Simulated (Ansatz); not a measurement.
AlH$_{4}$NOSi (`O[SiH]1[NH][AlH]1`), 8 atoms. Total charge 0; spin multiplicity 1. All runs use 2 threads of an Arm Neoverse V2 on a shared host. Correlated methods freeze the cores.

Q: How many basis functions does each run have, and how long does it take in Ansatz? RKS ωB97M-V/def2-TZVPP energy and forces; RKS PBE0-D4/def2-TZVPP energy; RHF-CCSD(T)/def2-SVP energy; RHF-MP2/def2-QZVPP energy; RKS PBE0-D4/def2-QZVPP energy; RHF-CCSD(T)/def2-TZVPP energy; direct RPA on PBE orbitals/def2-TZVPP energy; RKS ωB97M-V/def2-QZVPP energy; RKS PBE0-D4/def2-SVP energy; RKS ωB97X-V/def2-TZVPP energy; RKS PBE0-D4/def2-TZVP relaxation (8 steps); RKS PBE0-D4/def2-TZVP frequencies. (Best estimate.)

A: The calculation gave: Other jobs shared the machine, so times are rough.

| level | job | functions | wall time | peak host memory (GiB) |
| --- | --- | --- | --- | --- |
| RKS PBE0-D4/def2-SVP | energy | 84 | 1.2 s | 0.38 |
| RHF-CCSD(T)/def2-SVP | energy | 84 | 1.8 s | 0.38 |
| RKS PBE0-D4/def2-TZVPP | energy | 202 | 2.6 s | 0.4 |
| direct RPA on PBE orbitals/def2-TZVPP | energy | 202 | 4.8 s | 0.41 |
| RKS PBE0-D4/def2-QZVPP | energy | 374 | 7.5 s | 1.1 |
| RKS ωB97X-V/def2-TZVPP | energy | 202 | 8.5 s | 0.5 |
| RKS ωB97M-V/def2-TZVPP | energy and forces | 202 | 12 s | 0.59 |
| RHF-MP2/def2-QZVPP | energy | 374 | 14 s | 1.6 |
| RKS ωB97M-V/def2-QZVPP | energy | 374 | 20 s | 1.2 |
| RKS PBE0-D4/def2-TZVP | relaxation (8 steps) | 160 | 25 s | 0.33 |
| RHF-CCSD(T)/def2-TZVPP | energy | 202 | 46 s | 2.4 |
| RKS PBE0-D4/def2-TZVP | frequencies | 160 | 89 s | 0.38 |
